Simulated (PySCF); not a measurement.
Working out the ionisation energy of Kr

Kr [Kr] (1S) → Kr⁺ [Ar] 3d10 4s2 4p5 (2P). All numbers are calculated (PySCF 2.14, the spin-free X2C one-electron Hamiltonian (Gaussian nucleus), in jorge-DZP-DKH (8s6p2d1f, 43 functions)). Frozen: [Ar] 3d10. Energies in hartree (1 hartree = 27.21139 eV):

```
            part    Kr (lower)   Kr⁺ (upper)
             UHF  -2788.012860  -2787.527286
CCSD correlation     -0.057352     -0.049040
             (T)     -0.000504     -0.000404
```

Question: What does Hartree-Fock give?

Answer: (-2787.527286) − (-2788.012860) = 0.485574 hartree = 13.213 eV.

Question: What do CCSD and CCSD(T) give?

Answer: The CCSD correlation energies differ by 0.008312 hartree = 0.226 eV and the triples by 0.000100 hartree = 0.003 eV, so CCSD gives 13.439 eV and CCSD(T) 13.442 eV.

Measured between the centres of the two terms (NIST): 14.222 eV, so CCSD(T) (valence) is off by -0.780 eV.

A double-zeta basis recovers only part of the correlation energy.

What remains against the reference includes basis incompleteness, the frozen core and higher excitations.
